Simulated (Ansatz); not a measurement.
Pd₂H₃. Total charge 0; doublet. Geometry PBE0-D4/def2-TZVP, basis def2-TZVP, Ansatz.

Cartesian coordinates in Å:
```
Pd 0.129 -0.296 -0.025
Pd -0.513 1.634 1.547
H 0.493 -0.556 -1.658
H 0.173 0.106 1.693
H -0.282 -0.888 -1.557
```

| run | HOMO (eV) | LUMO (eV) |
| --- | --- | --- |
| A | -5.11 | -4.67 |
| B | -5.79 | -3.64 |
| C | -5.77 | -4.00 |
| D | -5.04 | -4.96 |
| E | -7.83 | -1.40 |
| F | -7.51 | 0.12 |

In the def2 sets Pd takes a core potential; there is no spin–orbit coupling. B3LYP takes the VWN-RPA correlation. HOMO above LUMO, or a gap near zero within one spin, warns that the state may not be the lowest or that an electron is smeared out. In the doublet, H3 and H5 lie 0.85 Å apart (atoms count from 1), so H2 has formed as a molecule. The structure comes from a short search, and lower isomers may exist.

HOMO and LUMO are taken over both spins.

**Question.** The runs used B3LYP, HF, PBE, PBE0, r2SCAN, ωB97M-V. Estimate which is which.

**Answer.** A r2SCAN (0 % exact exchange); B PBE0 (25 % exact exchange); C B3LYP (20 % exact exchange); D PBE (0 % exact exchange); E ωB97M-V (range-separated); F HF (100 % exact exchange). Exact exchange lowers occupied and raises empty levels; among semilocal functionals meta-GGAs tend to open the gap a little, and such runs are hard to tell apart. The gap grows from 0.07 eV (PBE) to 7.63 eV (HF). At PBE-D4/def2-TZVP the gap within one spin of the charge 0 doublet nearly closes, so an electron or hole may be smeared out by delocalisation error.
